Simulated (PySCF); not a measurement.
# Computed vibrations of [Gd(H2O)4]3+

[Gd(H2O)4]3+ (singlet in the valence; each metal's 4f electrons, 7 of them, lie in its core potential, out of spins and levels). PySCF 2.14.0, RKS PBE0, Gd lcecp-1-SVP with ECP53, O def2-SVP, H def2-SVP; non-relativistic Hamiltonian with scalar-relativistic core potentials where named; density fitting; no spin-orbit coupling. Central differences of gradients.

```xyz
13

Gd    0.0000    0.0000    0.0000
O     1.3272    1.3362    1.3362
H     1.6968    1.1365    2.2258
H     1.6968    2.2258    1.1365
O    -1.3272   -1.3362    1.3362
H    -1.6968   -1.1365    2.2258
H    -1.6968   -2.2258    1.1365
O     1.3272   -1.3362   -1.3362
H     1.6968   -2.2258   -1.1365
H     1.6968   -1.1365   -2.2258
O    -1.3272    1.3362   -1.3362
H    -1.6968    2.2258   -1.1365
H    -1.6968    1.1365   -2.2258
```

Run from Python with OMP_NUM_THREADS=2. Where DIIS fails, smearing, a level shift and second-order steps follow.
It took 120 s on 2 threads of Intel(R) Xeon(R) Platinum 8488C (Sapphire Rapids), with other jobs on the host.

Question: What are the harmonic wavenumbers and infrared intensities?

Answer: Modes are labelled in D2d; negative numbers are unstable modes, those under 60 cm⁻¹ near the noise; a finer grid moves soft modes by up to 10 cm⁻¹.
```csv
cm⁻¹,km/mol,symmetry
-141,–,a2
-51,–,e
-51,–,e
-22,–,b1
46,7.2,b2
56,0.0,a1
76,0.0,b1
86,5.9,e
86,5.9,e
382,0.0,a1
383,13.0,e
383,13.0,e
388,9.8,b2
587,0.0,a2
609,5.0,e
609,5.0,e
620,0.0,b1
644,434.2,e
644,434.2,e
650,0.0,a1
660,925.8,b2
1675,198.6,b2
1675,173.1,e
1675,173.1,e
1681,0.0,a1
3625,597.4,e
3625,597.4,e
3625,684.3,b2
3644,0.0,a1
3663,0.0,a2
3666,0.0,b1
3667,800.4,e
3667,800.4,e
```

Question: Is this a minimum?

Answer: No: 3 unstable (and 1 more above −25 cm⁻¹, within the noise); the lowest moves the atoms so:
```
Gd   0.00  0.00  0.00
O    0.00 -0.01  0.01
H   -0.29  0.13  0.16
H    0.29 -0.16 -0.13
O    0.00 -0.01 -0.01
H   -0.29  0.13 -0.16
H    0.29 -0.16  0.13
O    0.00  0.01 -0.01
H    0.29  0.16  0.13
H   -0.29 -0.13 -0.16
O    0.00  0.01  0.01
H    0.29  0.16 -0.13
H   -0.29 -0.13  0.16
```

An lcecp potential fixes the number of 4f electrons, so in runs with it no electron can move into or out of that shell.
